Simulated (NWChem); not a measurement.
System: CH$_{6}$OSSi; SMILES CS[SiH2]O

Here is an NWChem input.

```
start job
memory heap 200 mb stack 900 mb global 1100 mb
geometry units angstroms noautoz
  Si    -0.530613     0.922329     0.016153
  O      0.557975     2.123711    -0.344512
  S      0.519069    -0.881206     0.523260
  C     -0.481211    -2.131923    -0.348589
  H     -1.425044     0.558302    -1.128901
  H     -1.336184     1.475548     1.136017
  H      1.266708     1.879133    -0.948197
  H     -1.458699    -2.274751     0.131693
  H     -0.622922    -1.873074    -1.406961
  H      0.079543    -3.074286    -0.286285
end
basis spherical
  * library pcseg-1
end
dft
  xc xtpss03 ctpss03
  iterations 150
  mulliken
end
task dft energy
```

Structure relaxed at the PBE0/def2-SVP level.

Problem. Give the results of this calculation. (TPSS/pcseg-1.) Quantities: basis functions; energy (Ha); highest occupied level (eV); orbital gap (eV); dipole (D).

Solution. 
| Item | Value |
|---|---|
| number of basis functions | 94 |
| energy (Ha) | -804.70 |
| highest occupied level (eV) | -5.98 |
| orbital gap (eV) | 5.28 |
| dipole (D) | 2.23 |
